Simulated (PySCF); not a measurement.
Where the electron goes

Compound: C6H8O3.
Structure used (PBE0-D3(BJ)/def2-SVP), in Å, numbered top down from 1:
```xyz
17
C6H8O3 angstrom
C      3.3927   -0.6521    2.4181
C      3.1881   -0.3105    1.1480
O      1.9468   -0.1366    0.6385
C      1.8231    0.2244   -0.6561
C      0.6386    0.4245   -1.2375
O     -0.5207    0.2665   -0.5338
C     -1.6882    0.5158   -1.1754
C     -2.8467    0.2975   -0.2533
O     -1.7460    0.8657   -2.3210
H      2.5577   -0.8053    3.1044
H      4.4115   -0.7821    2.7821
H      4.0098   -0.1496    0.4382
H      2.7444    0.3523   -1.2329
H      0.5389    0.7179   -2.2823
H     -3.7840    0.4629   -0.7951
H     -2.7760    0.9890    0.5993
H     -2.8145   -0.7230    0.1547
```

Computed, not measured: PySCF, TDDFT PBE0/def2-SVPD, vertical, gas phase, core orbitals frozen in the response.

Frontier orbitals with the atoms that hold most of them (Löwdin shares over 4%, at most four atoms; ? is withheld):

```
orbital  ε (eV)                           atoms
 HOMO-3  -10.18   O9 46%, C7 15%, O6 14%, C5 6%
 HOMO-2   -8.38     O9 68%, O6 9%, C8 9%, C7 9%
 HOMO-1   -8.05   C2 25%, C1 24%, C4 16%, O6 9%
   HOMO       ?                               ?
   LUMO   -0.42                               ?
 LUMO+1    0.29   C2 34%, C1 30%, O3 9%, H10 6%
 LUMO+2    0.65  C8 15%, C7 13%, C4 12%, C5 10%
```

(1) Give the leading atoms of the HOMO.

(2) Give the leading atoms of the LUMO.

(3) What is the HOMO energy, and the HOMO–LUMO gap?

## Answers

(1) C5 (bonded to C, O and H) 21%; O3 (bonded to 2 C) 20%; C1 (bonded to C and 2 H) 17%; C4 (bonded to C, O and H) 15%. By element: carbon 52% or more, oxygen 20% or more.

(2) C7 (bonded to C and 2 O) 28%; O9 (bonded to C) 20%; C4 (bonded to C, O and H) 13%; C5 (bonded to C, O and H) 9%. By element: carbon 50% or more, oxygen 20% or more.

(3) ε(HOMO) = -6.35 eV; the gap is 5.93 eV (0.2181 hartree).

Task: The HOMO–LUMO gap is 5.93 eV. Where does the response calculation put the lowest singlet, and from which orbitals?

Result: S1 is at 5.22 eV (f = 0.400), 0.71 eV below the gap, made of HOMO→LUMO (98%). 

Task: One configuration dominates each of S1 and S2. Which, and how do the shares of the two leading atoms of either orbital change from the occupied to the empty one?

Result: 
- S1 (5.22 eV, f 0.400), HOMO→LUMO (98%): C5 21% → 9%, O3 20% → at most 10%, C7 at most 15% → 28%, O9 at most 15% → 20%
- S2 (5.84 eV, f 0.0019), HOMO-2→LUMO (88%): O9 68% → 20%, O6 9% → at most 10%, C7 9% → 28%

Orbitals of the list HOMO-3 to LUMO+2 that lie within 0.01 eV of each other are written together with a slash and their weights summed (≥ marks a lower bound); for degenerate orbitals outside that list single weights are arbitrary.

Löwdin shares depend on the basis, the more so with diffuse functions.

One conformer stands for the species.
